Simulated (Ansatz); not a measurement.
Relaxation of CH₆GeO (9 atoms, charge 0, multiplicity 1), to a largest force component of 0.03 eV/Å in at most 50 steps.

Theory: RKS CAM-B3LYP/def2-SVP in Ansatz.

```xyz
9
Properties=species:S:1:pos:R:3
Ge -0.025 -0.102 -0.925
O 1.310 0.184 1.693
H 0.800 -0.540 2.084
H 1.897 -0.265 1.043
C -1.048 1.601 -0.878
H -2.099 1.451 -1.173
H -1.054 1.950 0.170
H -0.597 2.381 -1.507
H -1.097 -0.900 -0.044
```

Q: Where does it end, and by what steps?

A: The forces met the threshold. After 8 steps the energy has fallen by 0.358 eV; O2 moved furthest, 0.66 Å.

```tsv
step	energy less start (eV)	largest force component (eV/Å)	accepted
0	0.0000	0.995	yes
1	-0.0930	1.883	yes
2	-0.1545	1.397	yes
3	-0.2707	1.197	yes
4	-0.3421	0.396	yes
5	-0.3520	0.171	yes
6	-0.3561	0.118	yes
7	-0.3575	0.039	yes
8	-0.3578	0.025	yes
```

```xyz
9
Properties=species:S:1:pos:R:3
Ge -0.023 -0.233 -0.826
O 1.108 0.220 1.062
H 0.589 -0.087 1.819
H 1.931 -0.290 1.070
C -0.963 1.532 -0.703
H -1.909 1.450 -1.265
H -1.221 1.823 0.327
H -0.373 2.339 -1.162
H -1.052 -0.996 0.139
```

Whether the end is a true minimum wasn't checked by a vibrational analysis.

The run took 12 s on 4 threads of Arm Neoverse V1, with other jobs on the host, peak memory 0.18 GiB.
